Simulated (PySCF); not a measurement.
C4H4ClF, SMILES ClC1CCC=1F. Heavy atoms are numbered as in [F:1][C:2]1=[C:3]([Cl:4])[CH2:5][CH2:6]1. Hydrogens are named by the atom that carries them.

The structure is a stationary point at PBE0-D3(BJ)/def2-SVP.

These are B3LYP/pcSseg-1 run with PySCF values and carry that method's errors.

GIAO shieldings, no solvent; atoms alike by connectivity are averaged. δ = σ(ref) − σ: ¹⁹F against CFCl3 (σ = 161.7 ppm); ¹³C against TMS (σ = 181.3 ppm); ³⁵Cl against HCl (σ = 933.3 ppm); ¹H against TMS (σ = 31.68 ppm), references at their B3LYP-D3(BJ)/def2-TZVP geometries, non-relativistic (without spin–orbit terms, shifts of atoms bonded to Cl or Br come out too high).

Computed chemical shifts:
```json
[
 {"nucleus": "¹⁹F", "atoms": "F1", "count": "1", "δ (ppm)": "-103.5"},
 {"nucleus": "¹³C", "atoms": "C2", "count": "1", "δ (ppm)": "158.1"},
 {"nucleus": "¹³C", "atoms": "C3", "count": "1", "δ (ppm)": "111.1"},
 {"nucleus": "¹³C", "atoms": "C6 (CH2)", "count": "1", "δ (ppm)": "34.1"},
 {"nucleus": "¹³C", "atoms": "C5 (CH2)", "count": "1", "δ (ppm)": "30.8"},
 {"nucleus": "³⁵Cl", "atoms": "Cl4", "count": "1", "δ (ppm)": "193.3"},
 {"nucleus": "¹H", "atoms": "H on C6", "count": "2", "δ (ppm)": "2.89"},
 {"nucleus": "¹H", "atoms": "H on C5", "count": "2", "δ (ppm)": "2.45"}
]
```
